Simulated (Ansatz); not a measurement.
Consider the germylene formation by 1,1-elimination: `[NH2][Ge]([F])([F])[F]` → F₂ + `[NH2][Ge][F]`.

Gas-phase electronic energies from Ansatz, PBE0-D4/def2-TZVP geometries. CBS: MP2 limit from def2 TZ/QZ plus the TZ coupled-cluster correction, frozen cores. This one scheme is used for every species. Functionals use def2-TZVPP. For Ge outer-core shells are correlated without core-valence functions, which leaves a few kJ/mol of doubt a bond. Scalar relativity is left out up to krypton. One conformer a species, not always the lowest.

```json
{"species": "`[NH2][Ge]([F])([F])[F]`", "PBE0-D4 energy (Eh)": "-2432.18763"}
{"species": "F₂", "PBE0-D4 energy (Eh)": "-199.40868"}
{"species": "`[NH2][Ge][F]`", "PBE0-D4 energy (Eh)": "-2232.51217"}
```

Work out ΔE.

ΔE = (-199.40868) + (-2232.51217) − (-2432.18763) = 0.26678 Eh = +700.4 kJ/mol. CCSD(T)/CBS gives +715.2 kJ/mol.

What do rigid-rotor, harmonic-oscillator terms from PBE0-D4/def2-TZVP frequencies (298.15 K, 1 bar) make of the CCSD(T)/CBS value? (Estimate.)

Computed: ΔZPE = -8.3 kJ/mol, ΔH = +708.8 kJ/mol, ΔS = 143 J/(mol·K), ΔG = +666.2 kJ/mol.

Largest T1 diagnostic among the species: 0.014.

From r2SCAN to r2SCAN0 (25 % exact exchange), in def2-TZVPP and without D4, ΔE moves by +30.4 kJ/mol. The D4 term adds +7.3 kJ/mol with B3LYP and +3.9 kJ/mol with PBE0; it sums over pairs of atoms, weighted by their polarisabilities, and B3LYP, whose exchange is more repulsive, gets the larger term.

B3LYP here is the variant with VWN-RPA as its local correlation; programs differ in this.
